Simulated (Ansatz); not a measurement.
Relaxation of BClH₄OS (8 atoms, charge 0, multiplicity 1), to a largest force component of 0.03 eV/Å in at most 50 steps.

All numbers below come from RHF/def2-SVP (Ansatz).

```xyz
8
Properties=species:S:1:pos:R:3
B -0.039 0.581 -0.369
H -0.029 -0.279 1.876
O 1.181 0.073 -0.523
H 1.235 -0.806 -0.867
Cl -1.509 -0.330 -0.813
S -0.141 2.338 0.242
H -1.469 2.465 0.237
H -0.062 0.417 2.012
```

Q: Where does it end, and by what steps?

A: It converged. The force dipped under the threshold on the way, but the program's further checks kept it going. After 33 steps the energy has fallen by 0.330 eV; H2 moved furthest, 2.00 Å.

```json
{"step": "0", "energy less start (eV)": "0.0000", "largest force component (eV/Å)": "1.631", "accepted": "yes"}
{"step": "2", "energy less start (eV)": "-0.2632", "largest force component (eV/Å)": "0.348", "accepted": "yes"}
{"step": "4", "energy less start (eV)": "-0.2930", "largest force component (eV/Å)": "0.558", "accepted": "no"}
{"step": "6", "energy less start (eV)": "-0.3144", "largest force component (eV/Å)": "0.103", "accepted": "yes"}
{"step": "8", "energy less start (eV)": "-0.3198", "largest force component (eV/Å)": "0.097", "accepted": "yes"}
{"step": "10", "energy less start (eV)": "-0.3208", "largest force component (eV/Å)": "0.099", "accepted": "yes"}
{"step": "12", "energy less start (eV)": "-0.3151", "largest force component (eV/Å)": "0.599", "accepted": "no"}
{"step": "14", "energy less start (eV)": "-0.3223", "largest force component (eV/Å)": "0.012", "accepted": "yes"}
{"step": "16", "energy less start (eV)": "-0.3229", "largest force component (eV/Å)": "0.075", "accepted": "yes"}
{"step": "18", "energy less start (eV)": "-0.3238", "largest force component (eV/Å)": "0.132", "accepted": "yes"}
{"step": "20", "energy less start (eV)": "-0.3244", "largest force component (eV/Å)": "0.196", "accepted": "no"}
{"step": "22", "energy less start (eV)": "-0.3266", "largest force component (eV/Å)": "0.023", "accepted": "yes"}
{"step": "24", "energy less start (eV)": "-0.3278", "largest force component (eV/Å)": "0.127", "accepted": "yes"}
{"step": "26", "energy less start (eV)": "-0.3290", "largest force component (eV/Å)": "0.072", "accepted": "yes"}
{"step": "28", "energy less start (eV)": "-0.3294", "largest force component (eV/Å)": "0.044", "accepted": "yes"}
{"step": "30", "energy less start (eV)": "-0.3301", "largest force component (eV/Å)": "0.074", "accepted": "yes"}
{"step": "32", "energy less start (eV)": "-0.3303", "largest force component (eV/Å)": "0.017", "accepted": "yes"}
{"step": "33", "energy less start (eV)": "-0.3304", "largest force component (eV/Å)": "0.012", "accepted": "yes"}
```

```xyz
8
Properties=species:S:1:pos:R:3
B 0.016 0.651 -0.954
H -0.247 -0.196 3.859
O 1.221 0.183 -1.276
H 1.234 -0.541 -1.885
Cl -1.453 -0.076 -1.663
S -0.071 2.041 0.215
H -1.397 2.171 0.245
H -0.135 0.226 3.254
```

The run took 48 s on 1 thread of Arm Neoverse V2, on a shared host, peak memory 0.15 GiB.
